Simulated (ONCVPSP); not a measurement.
**u(r) = r·R(r): atom against pseudo-atom (B (Z = 5))**

Columns: radius, all-electron u(r) and pseudo u(r) of the 2s shell (level -9.38 eV) of boron in the configuration [He] 2s2 2p1; Wu-Cohen, scalar-relativistic, ONCV scheme, ONCVPSP 4.0.1.

```
r (bohr)  all-electron  pseudo
   0.210       -0.2945  0.0699
   0.420       -0.0594  0.1747
   0.630        0.2328  0.3206
   0.840        0.4649  0.4829
   1.050        0.6193  0.6203
   1.260        0.7036  0.7035
   1.470        0.7336  0.7336
   1.680        0.7257  0.7256
   1.890        0.6928  0.6928
   2.100        0.6451  0.6451
   2.310        0.5896  0.5896
   2.520        0.5312  0.5312
   2.730        0.4730  0.4730
   2.940        0.4171  0.4171
   3.150        0.3651  0.3651
   3.360        0.3176  0.3176
   3.570        0.2750  0.2750
   3.780        0.2373  0.2373
   3.990        0.2043  0.2043
   4.200        0.1755  0.1755
   4.410        0.1505  0.1505
   4.620        0.1289  0.1289
   4.830        0.1103  0.1103
   5.040        0.0942  0.0942
   5.250        0.0804  0.0804
   5.460        0.0685  0.0685
```

Q: How many radial nodes do the two functions have?

A: The all-electron 2s function has n − l − 1 = 1; the pseudo-wave has 0, since the states of the same l below it are removed with the core.

Q: At about which radius was the pseudo-wave matched?

A: 1.25 bohr, where the columns begin to agree (steps of 0.21 bohr).

Q: Is the pseudo-wave norm-conserving?

A: Yes: the ONCV scheme keeps the norm inside the radius equal to the all-electron one, which fixes the energy derivative of the logarithmic derivative at the level.
